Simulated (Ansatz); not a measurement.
Total energies of ClH5OSi2, SMILES `O[SiH2][SiH2]Cl`.

```xyz
9

O     0.5768   -1.8307   -0.5943
Si   -0.6432   -0.7224   -0.5478
Si    0.2012    1.2782    0.3471
Cl    1.3898    0.6583    1.9348
H     1.1348   -1.8864    0.1846
H    -1.1244   -0.5572   -1.9413
H    -1.7780   -1.1708    0.3079
H     1.0777    2.0370   -0.5806
H    -0.8347    2.1940    0.8896
```

Total charge 0; spin multiplicity 1. Geometry: relaxed with PBE0-D4/def2-TZVP. It is one conformer, not always the lowest. Basis def2-TZVPP, Ansatz.

RPA on PBE orbitals: Hartree–Fock energy of these orbitals -1115.24476 Eh, correlation -1.16183 Eh (frozen core).

```csv
functional,energy without D4 (Eh),D4 term (kJ/mol)
LDA (SPW92),-1113.18687,–
B97M-V,-1117.28068,–
PBE0,-1117.09188,-18.0
B3LYP,-1117.63152,-34.3
r2SCAN0,-1117.42867,-6.0
HSE06 (plane-wave form),-1117.06725,-16.9
LC-ωPBE,-1117.22199,–
ωB97X-V,-1117.38639,–
ωB97M-V,-1117.47283,–
PBE-QIDH,-1116.83079,–
```

Task: Give the same for PBE, revPBE, BLYP, r2SCAN, r2SCANh, BHLYP, CAM-B3LYP, B2PLYP. (Estimate.)

Result: Ansatz gave: 
| functional | energy without D4 (Eh) | D4 term (kJ/mol) |
| --- | --- | --- |
| PBE | -1116.99311 | -21.0 |
| revPBE | -1117.33543 | -55.9 |
| BLYP | -1117.53944 | -45.2 |
| r2SCAN | -1117.44963 | -5.0 |
| r2SCANh | -1117.44083 | -5.4 |
| BHLYP | -1117.53548 | -28.7 |
| CAM-B3LYP | -1117.57208 | -18.6 |
| B2PLYP | -1117.14822 | – |

B3LYP takes the VWN-RPA correlation (the form of Gaussian; ORCA's B3LYP/G). HSE06 is the plane-wave form, built on full-range PBE exchange. The double hybrids freeze the cores in their second-order part.

LC-ωPBE has ω = 0.4 bohr⁻¹.
